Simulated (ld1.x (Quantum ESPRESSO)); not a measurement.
An all-electron radial function and its pseudo partner (cobalt (Co))

Columns: radius, all-electron u(r) and pseudo u(r) of the 3d shell (level -12.68 eV) of cobalt in the configuration [Ar] 3d7 4s1.5 4p0; LDA (PZ), scalar-relativistic, PAW scheme, ld1.x (Quantum ESPRESSO) 7.5.

```
r (bohr)  all-electron  pseudo
   0.170        0.2422  0.0136
   0.340        0.6664  0.0971
   0.510        0.9005  0.2692
   0.680        0.9532  0.4835
   0.850        0.9081  0.6598
   1.020        0.8240  0.7384
   1.190        0.7298  0.7161
   1.360        0.6386  0.6385
   1.530        0.5551  0.5551
   1.700        0.4808  0.4808
   1.870        0.4157  0.4157
   2.040        0.3591  0.3591
   2.210        0.3101  0.3101
   2.380        0.2676  0.2676
   2.550        0.2309  0.2309
   2.720        0.1991  0.1991
   2.890        0.1717  0.1717
   3.060        0.1480  0.1480
   3.230        0.1275  0.1275
   3.400        0.1098  0.1098
   3.570        0.0946  0.0946
   3.740        0.0814  0.0814
   3.910        0.0700  0.0700
   4.080        0.0601  0.0601
   4.250        0.0517  0.0517
   4.420        0.0444  0.0444
```

**Question.** How many radial nodes do the two functions have?

**Answer.** The all-electron 3d function has n − l − 1 = 0; the pseudo-wave has 0.

**Question.** At about which radius was the pseudo-wave matched?

**Answer.** 1.50 bohr, where the columns begin to agree (steps of 0.17 bohr).

**Question.** Is the pseudo-wave norm-conserving?

**Answer.** No, it belongs to a PAW set: the norm inside the radius is not constrained, and the difference is carried by the augmentation charge.
